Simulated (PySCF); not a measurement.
AlH3O3, SMILES [OH][Al]([OH])[OH] (connectivity only; charge and spin as stated), charge +1, multiplicity 2. Atoms are numbered in the order given.

```xyz
7

Al     0.0000     0.0000     0.0000
O     -1.6678     0.0000     0.0000
H     -2.6304     0.0000     0.0000
O      0.8339     1.4443     0.0000
H      1.3152     2.2780     0.0000
O      0.8339    -1.4443     0.0000
H      1.3152    -2.2780     0.0000
```
Charge +1, spin multiplicity 2.

Geometry: r2SCAN-D4/def2-SVP. The spin state was assumed, not searched. The isomer is the one that the SMILES or the coordinates give; other isomers of the formula were not compared. One conformer was computed; it need not be the lowest.

Level of theory: C-PCM-B3LYP/def2-SVP in PySCF.

The values are the electrostatic part of the solvation free energy, E(continuum) − E(gas) at the gas-phase geometry, in a cavity of scaled van der Waals radii (PySCF's table); cavitation and dispersion terms are not included. A continuum can't describe solvent molecules that bind to the metal.

```
solvent            ε  ΔG(elec) (kcal/mol)
-------------  -----  -------------------
water          78.36                -61.8
diethylether    4.24                  ___
cyclohexanone  15.62                -58.6
```

Q: Some entries are withheld; supply them. (An estimate is asked for; the answer gives what the named calculation found.)

A: 
- diethylether, ΔG(elec) (kcal/mol): -47.8
